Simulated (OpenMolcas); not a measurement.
Cr4+ (d2) in a complex was computed by CASSCF with the d shell active (OpenMolcas, ANO-RCC-VTZP on the metal). Its lowest spin-free states, and all those of the highest spin:

```
2S+1  Degeneracy  E (cm-1)
   3           1       0.0
   3           2     400.5
   3           1      2337
   3           2     10549
   1           1     11591
   1           1     12418
   1           2     12623
   1           1     14855
   1           1     19965
   1           1     21419
   1           2     21970
   3           1     30478
   3           2     38164
   3           1     53161
```

Q: Is the site octahedral, tetrahedral or cube-like, axial, or of lower symmetry?

A: The states with 2S+1 = 3 have orbital degeneracies 1, 2, 1, 2, 1, 2, 1. There are pairs but no triples, so the site is axial: not cubic, but with a proper or improper axis of order three or more. The run had Cr4+ with 4 ligands (fluoride) in square-planar coordination (D4h) at 1.72 Å. Ligand basis ANO-RCC-VDZP.

Spin-orbit coupling mixes the spin-free states strongly: the lowest level takes only 68 % from its leading state, an unlabelled state of the same spin as most of the rest. Without dynamic correlation the repulsion within the d shell is too large (B by tens of per cent), so at a given field states of lower spin stand too high. The least metal-like active orbital is 76 % on the metal (Löwdin) and no ligand orbital is active, so the numbers are rough. Ligand-to-metal charge-transfer states are missing. With no ligand orbital active B as a rule stays too high, so bands that hang on it stand too high and its fall with covalency is understated. With metal d orbitals alone and no dynamic correlation the field as a rule comes out too small, by tens of per cent, by up to half for chloride and softer ligands. No measured value stands beside these numbers; the geometry was imposed, not optimised, and the real ion may take another.
